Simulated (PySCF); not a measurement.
Vertical excitations of a molecule C₄H₉FSi from TDA-B3LYP/def2-SVPD run with PySCF 2.14.0, as energy in eV (oscillator strength): 6.32 (0.022), 6.70 (0.217), 7.11 (0.159), 7.24 (0.057), 7.28 (0.142), 7.48 (0.071), 7.71 (0.086), 7.87 (0.001), 7.91 (0.018), 8.08 (0.016). Lowest triplet (TDA): 4.21 eV. Coordinates come from a ωB97X-D3(BJ)/def2-SVP optimisation. One conformer was computed; it need not be the lowest.

**Question.** Which structure fits?
A) FC[SiH2]C1CC1
B) C/C=C/C[SiH2]F
C) C=C(C)[C@@H](F)[SiH3]
D) C/C=C(\F)[SiH2]C

**Answer.** D, C/C=C(\F)[SiH2]C
